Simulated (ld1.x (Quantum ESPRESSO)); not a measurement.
# sulfur: one change to a PAW potential, before and after

S, PAW, made with ld1.x (Quantum ESPRESSO) 7.5 (PBE, scalar-relativistic). Core [Ne], reference 3s2 3p4. Waves: 3s (bound): rcut 1.30, rcutus 1.40 bohr; 3s channel at 0.85 Ry: rcut 1.30, rcutus 1.40 bohr; 3p (bound): rcut 1.40, rcutus 1.55 bohr; 3p channel at -0.15 Ry: rcut 1.40, rcutus 1.55 bohr; 3d channel at 0.4 Ry: rcut 1.50, rcutus 1.60 bohr; 3d channel at 0.75 Ry: rcut 1.50, rcutus 1.60 bohr. Local part: all-electron potential smoothed inside 1.55 bohr (lloc = -1). Core correction: Bessel-smoothed model core, default radius (core density twice the valence density). Augmentation charge: PSQ, inside the norm-conserving radii.

Change: waves 3p (bound): rcut 1.40, rcutus 2.30 bohr; 3p channel at -0.15 Ry: rcut 1.40, rcutus 2.30 bohr.

Cutoffs: the cutoffs (Ry, on a coarse ladder) from which the occupation-weighted sum of valence levels, in a spherical-Bessel basis at the reference potential, stays within 10 and 1 mRy of its value at 400 Ry; they do not see the model core or the augmentation charge, which bear on the density cutoff. Errors are all-electron minus pseudo energies relative to the spin-unpolarised reference configuration.

How do hardness, ghosts and transferability respond?

The potential gets softer (18 Ry and 35 Ry → 18 Ry and 30 Ry); of the 7 tests that both files solve, the error grows in 0 and shrinks in 3 by more than 15 % and 0.3 meV (median size 2.3 → 1.3 meV); neither file shows a bound ghost. A larger radius leaves more room for a smooth pseudo-wave, so fewer plane waves are needed. That the errors move this way runs against the usual rule that smaller radii transfer better.

```tsv
quantity	base	changed
cutoff, loose	18 Ry	18 Ry
cutoff, tight	35 Ry	30 Ry
loose cutoff by channel (10 mRy a level)	s 15 Ry, p 12 Ry	s 15 Ry, p 10 Ry
bound ghosts	none	none
error for 3s2 3p3, meV [ΔE 11.77 eV]	-1.4	-1.3
error for 3s2 3p2, meV [ΔE 34.05 eV]	-8.2	-6.8
error for 3s2 3p1, meV [ΔE 68.09 eV]	-32	-29
error for 3s2 3p0, meV [ΔE 114.89 eV]	-100	-99
error for 3s1 3p4, meV [ΔE 22.65 eV]	-2.3	-1.0
error for 3s1 3p5, meV [ΔE 10.31 eV]	-0.5	-0.1
error for 3s2 3p3.5, meV [ΔE 4.66 eV]	-0.4	-0.4
lowest overlap eigenvalue by channel	s 0.46, p 0.77, d 0.95	s 0.46, p 0.95, d 0.95
```
